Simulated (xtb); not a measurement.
F₃OTa, charge +1, doublet, geometry from GFN2-xTB (such geometries of metal compounds can be far from the true shape) (the multiplicity is a formal guess); GFN1-xTB in xtb.

Input for xtb:
```
$ xtb mol.xyz --gfn 1 --chrg 1 --uhf 1 --ohess --json

# file mol.xyz
5

Ta     0.01101650     0.00590540    -0.01270851
O      1.12139696     0.60112519    -1.29363116
F      0.94463964    -0.94155082     1.20303971
F     -1.25157655    -1.04748555    -0.74999780
F     -0.77921640     1.40680355     0.79993258
```

### Question
What does xtb print? Leave out banner, timings and long lists.

### Answer

```
   ID    Z sym.   atoms
    1   73 Ta     1
    2    8 O      2
    3    9 F      3-5

           -------------------------------------------------
          |                Calculation Setup                |
           -------------------------------------------------

           -------------------------------------------------
          |                 G F N 1 - x T B                 |
           -------------------------------------------------

          ...................................................
          :                      SETUP                      :
          :.................................................:
          :  # basis functions                  26          :
          :  # atomic orbitals                  25          :
          :  # shells                           11          :
          :  # electrons                        31          :
          :  # halogen bonds                     0          :
          :  max. iterations                   250          :
          :  Hamiltonian                  GFN1-xTB          :
          :  restarted?                      false          :
          :  GBSA solvation                  false          :
          :  PC potential                    false          :
          :  electronic temp.          300.0000000     K    :
          :  accuracy                    1.0000000          :
          :  -> integral cutoff          0.2500000E+02      :
          :  -> integral neglect         0.1000000E-07      :
          :  -> SCF convergence          0.1000000E-05 Eh   :
          :  -> wf. convergence          0.2000000E-04 e    :
          :  Broyden damping             0.4000000          :
          :  net charge                          1          :
          :  unpaired electrons                  1          :
          ...................................................

 iter      E             dE          RMSdq      gap      omega  full diag
   1    -21.6282043 -0.216282E+02  0.971E+00    8.11       0.0  T
   2    -21.5308592  0.973451E-01  0.583E+00    6.60       1.0  T
   3    -21.3421813  0.188678E+00  0.645E+00    3.95       1.0  T
   4    -21.6650179 -0.322837E+00  0.268E+00    5.90       1.0  T
   5    -21.6934296 -0.284117E-01  0.155E+00    6.08       1.0  T
   6    -21.7042845 -0.108548E-01  0.534E-01    6.34       1.0  T
   7    -21.7034028  0.881729E-03  0.651E-01    6.21       1.0  T
   8    -21.7060622 -0.265941E-02  0.382E-01    6.23       1.0  T
[...]
         :: total energy             -21.671423493862 Eh    ::
 * total energy  :   -21.6714235 Eh     change       -0.1688250E-10 Eh
 * total energy  :   -21.6743572 Eh     change       -0.2933690E-02 Eh
 * total energy  :   -21.6751660 Eh     change       -0.8088216E-03 Eh
 * total energy  :   -21.6752196 Eh     change       -0.5360869E-04 Eh
 * total energy  :   -21.6752267 Eh     change       -0.7054170E-05 Eh
 * total energy  :   -21.6752268 Eh     change       -0.1043824E-06 Eh
   *** GEOMETRY OPTIMIZATION CONVERGED AFTER 6 ITERATIONS ***
         :: total energy             -21.675226773077 Eh    ::
[...]
   ------------------------------------------------------------------------
       1    109.85    -0.97541 ( 95.88%)    -0.82308 (  4.12%)    -0.96915
       2    109.86    -0.97539 ( 95.89%)    -0.82306 (  4.11%)    -0.96912
       3    128.61    -0.88453 ( 97.77%)    -0.77641 (  2.23%)    -0.88211
       4    132.80    -0.86617 ( 98.03%)    -0.76693 (  1.97%)    -0.86421
       5    132.80    -0.86617 ( 98.03%)    -0.76693 (  1.97%)    -0.86421
   ------------------------------------------------------------------------

   temp. (K)  partition function   enthalpy   heat capacity  entropy
                                   cal/mol     cal/K/mol   cal/K/mol   J/K/mol
 298.15  VIB   73.0                 2589.179     13.684     17.148
         ROT  0.464E+05              888.752      2.981     24.336
         INT  0.339E+07             3477.931     16.665     41.484
         TR   0.392E+28             1481.254      4.968     42.477
         TOT                        4959.1853    21.6327    83.9605   351.2907

       T/K    H(0)-H(T)+PV         H(T)/Eh          T*S/Eh         G(T)/Eh
   ------------------------------------------------------------------------
    298.15    0.790296E-02    0.147495E-01    0.398923E-01   -0.251428E-01
   ------------------------------------------------------------------------

         :::::::::::::::::::::::::::::::::::::::::::::::::::::
         ::                  THERMODYNAMIC                  ::
         :::::::::::::::::::::::::::::::::::::::::::::::::::::
         :: total free energy         -21.700369606686 Eh   ::
         ::.................................................::
         :: total energy              -21.675226773077 Eh   ::
         :: zero point energy           0.006846536702 Eh   ::
         :: G(RRHO) w/o ZPVE           -0.031989370311 Eh   ::
         :: G(RRHO) contrib.           -0.025142833609 Eh   ::
         :::::::::::::::::::::::::::::::::::::::::::::::::::::

optimized geometry written to: xtbopt.xyz

           -------------------------------------------------
          | TOTAL ENERGY              -21.675226773077 Eh   |
          | TOTAL ENTHALPY            -21.660477271498 Eh   |
          | TOTAL FREE ENERGY         -21.700369606686 Eh   |
          | GRADIENT NORM               0.000076013402 Eh/α |
          | HOMO-LUMO GAP               6.827424276777 eV   |
           -------------------------------------------------

normal termination of xtb
```
